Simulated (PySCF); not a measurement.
In(F)2(GeH3) (F₂GeH₃In), SMILES [F][In]([F])[GeH3]. Atoms are numbered in the order given.

```xyz
7

In    -0.5024     0.2983    -0.3762
F     -2.2884    -0.4328    -0.7069
F     -0.4008     2.0308    -1.2824
Ge     1.3650    -0.8108     1.0150
H      1.1799    -0.3820     2.4779
H      1.2371    -2.3344     0.8890
H      2.7250    -0.3336     0.4900
```

The structure is a stationary point at PBE0-D3(BJ)/def2-SVP. The structure was generated by enumeration; whether it is a known compound was not checked. The def2 effective core potentials stand for the cores of In; spin–orbit coupling is left out.

The numbers are results of PBE/def2-TZVP in PySCF, not measurements.

The molecule is in vacuum.

Task: Estimate the frontier levels, gap, dipole moment and polarisability. (Estimate from the structure and the level; the computed values follow.)

Result: 
```yaml
highest_occupied_level: -7.54 eV
lowest_empty_level: -2.83 eV
orbital_gap: 4.71 eV
dipole_moment: 4.67 D
quadrupole, principal values (traceless, Buckingham form, about the centre of nuclear charge): -6.34, -4.93, 11.27 D·Å
mean_static_polarisability: 69.8 bohr³ (10.34 Å³)
polarisability_principal_values: 54.0, 63.0, 92.3 bohr³
```
